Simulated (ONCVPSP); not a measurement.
# Varying the ONCV potential for Ce (Z = 58)

Base potential:

- Element: cerium
- Generator: ONCVPSP 4.0.1
- Type: optimised norm-conserving Vanderbilt (ONCV)
- Functional: LDA (Perdew-Zunger)
- Relativity: scalar-relativistic
- Frozen core: [Kr] 4d10
- Valence charge: 12
- Reference configuration: 4f1 5s2 5p6 5d1 6s2
- Partial waves: 5s+6s: rc 2.20 bohr, ncon 3, nbas 7, qcut 6 1/bohr, 2 projectors; 5p: rc 2.80 bohr, ncon 4, nbas 8, qcut 5.2 1/bohr, 3 projectors, debl 2.9 Ha; 5d: rc 3.90 bohr, ncon 4, nbas 9, qcut 4.5 1/bohr, 2 projectors, debl 0.4 Ha; 4f: rc 1.75 bohr, ncon 3, nbas 7, qcut 8.9 1/bohr, 3 projectors, debl 1.6 Ha
- Local potential: polynomial inside 1.30 bohr (lpopt 5, dvloc0 0 Ha)
- Core correction: Teter function, fcfact 3.75, rcfact 1.25

Cutoffs, loose and tight: the cutoffs (Ha) at which the residual kinetic energy of the hardest occupied pseudo-wave falls to 1 and 0.1 mHa per electron. They do not see the model core or the augmentation charge, which bear on the density cutoff. Test errors are all-electron minus pseudo excitation energies from the reference, over the configurations 4f1 5s2 5p6 5d1 6s1; 4f1 5s2 5p6 5d1 6s0; 4f1 5s2 5p6 5d0 6s0; 4f0 5s2 5p6 5d2 6s1. A dash means not determined; rows that change the core or the reference have their own tests.

A true bound ghost makes a file unfit for plane-wave use even where its test errors are small: the radial tests pick states by their node count and pass the ghost by.

```
      change    outcome  cutoff, loose  cutoff, tight  bound ghosts  GHOST(+) flags above zero  largest test error (meV)
        base  generated          35 Ha          39 Ha             s                       p, d                      +593
 f: qcut 5.5  generated              –              –          s, f                    p, d, f                     +1094
 f: qcut 6.3  generated              –              –             s                    p, d, f                      +966
 f: qcut 7.8  generated          32 Ha          98 Ha             s                       p, d                      +735
 f: qcut 8.8  generated          35 Ha          39 Ha             s                       p, d                      +604
 f: qcut 9.7  generated          39 Ha          43 Ha             s                       p, d                      +498
  f: qcut 11  generated          46 Ha          51 Ha             s                       p, d                      +348
f: qcut 12.4  generated          52 Ha          58 Ha             s                       p, d                      +254
```

Question: What comes out with this change to the base: f: qcut 13.2?

Answer: outcome: generated; cutoff, loose: 53 Ha; cutoff, tight: 59 Ha; bound ghosts: s; GHOST(+) flags above zero: p, d; largest test error (meV): +241.

Reading the sweep of the qcut of the f channel (base included, trends over the rows without a ghost): Bound ghosts are found at 5.5, 6.3, 7.8, 8.8, 8.9, 9.7, 11, 12.4, 13.2 1/bohr. Every judged row has one, so this setting neither creates nor removes them.
